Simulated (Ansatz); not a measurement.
Computed with Ansatz on PBE0-D4/def2-TZVP structures; ΔE is electronic, products minus reactants. CCSD(T)/CBS adds triple-zeta CCSD(T) − MP2 to the extrapolated MP2 energy (def2 sets, frozen cores). This one scheme is used for every species. DFT in def2-TZVPP. B3LYP here is the variant with VWN-RPA as its local correlation; programs differ in this. One conformer a species, not always the lowest.

`CO[Si](O)([SiH3])Cl` + `N[SiH2]F` → `F[SiH2]N[SiH3]` + `CO[SiH](O)Cl`  (cleavage of the Si–Si bond)

```csv
level,ΔE (kJ/mol),difference from CCSD(T)/CBS
PBE-D4,-34.3,23.4
PBE0-D4,-42.2,15.5
B3LYP-D4,-51.8,5.9
ωB97X-V,-53.4,4.3
ωB97M-V,-58.9,-1.2
B2PLYP,-59.9,-2.2
PBE,-36.6,21.1
r2SCAN,-50.8,6.9
PBE0,-44.5,13.2
B3LYP,-55.4,2.3
CCSD/def2-TZVPP,-61.5,-3.8
CCSD(T)/def2-TZVPP,-58.8,-1.1
HF/def2-QZVPP,-78.5,-20.8
SCS-MP2/def2-QZVPP,-68.4,-10.7
HF/CBS(def2),-78.7,-21.0
MP2/CBS(def2),-64.3,-6.6
CCSD(T)/CBS,-57.7,0
```

Largest T1 diagnostic among the species: 0.012.

The D4 term adds +3.6 kJ/mol with B3LYP and +2.3 kJ/mol with PBE0; it sums over pairs of atoms, weighted by their polarisabilities, and B3LYP, whose exchange is more repulsive, gets the larger term. In def2-TZVPP, CCSD(T) changes the Hartree–Fock value by +17.9 kJ/mol (the triples alone add +2.8 kJ/mol) and MP2 by +11.4 kJ/mol.
